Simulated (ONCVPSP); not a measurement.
**Al: what ONCVPSP 4.0.1 does with a changed input**

Command:

```bash
oncvpsp.x < Al.dat > Al.out
```

Input:

```
# ATOM AND REFERENCE CONFIGURATION
# atsym  z   nc   nv     iexc    psfile
  Al 13.00    3    2        4      upf
#
#   n    l    f
    1    0    2.00
    2    0    2.00
    2    1    6.00
    3    0    2.00
    3    1    1.00
#
# PSEUDOPOTENTIAL AND OPTIMIZATION
# lmax
    2
#
#   l,   rc,      ep,       ncon, nbas, qcut
    0    7.00    0.00    5    9    2.80
    1    1.80    0.00    5    9    5.30
    2    1.50    0.06    4    8    7.50
#
# LOCAL POTENTIAL
# lloc, lpopt,  rc(5),   dvloc0
    4    4    1.20   -1.00
#
# VANDERBILT-KLEINMAN-BYLANDER PROJECTORs
# l, nproj, debl
    0    2    0.50
    1    1    1.70
    2    2    3.90
#
# MODEL CORE CHARGE
# icmod, fcfact, rcfact
    1    0.25    0.00
#
# LOG DERIVATIVE ANALYSIS
# epsh1, epsh2, depsh
   -2.00    5.00    0.02
#
# OUTPUT GRID
# rlmax, drl
    6.00    0.01
#
# TEST CONFIGURATIONS
# ncnf
    4
# nvcnf
#   n    l    f
    2
    3    0    2.00
    3    1    0.00
#
    2
    3    0    1.00
    3    1    0.00
#
    2
    3    0    2.00
    3    1    0.50
#
    2
    3    0    0.00
    3    1    3.00
#
```

This is an input that runs to its end, with one change: rc of l = 0 set to 7.00 bohr. The unchanged file is no sound one. Note: no bound ghost flagged; GHOST(+) flagged for s at 61.0 eV.

How does the run end?

The program refuses the input: "test_data: must have rlmax>rcmax".

```
ONCVPSP  (Optimized Norm-Conservinng Vanderbilt PSeudopotential)
scalar-relativistic version 4.0.1

test_data: must have rlmax>rcmax
ERROR: test_data found   1 ERROR; stopping
```
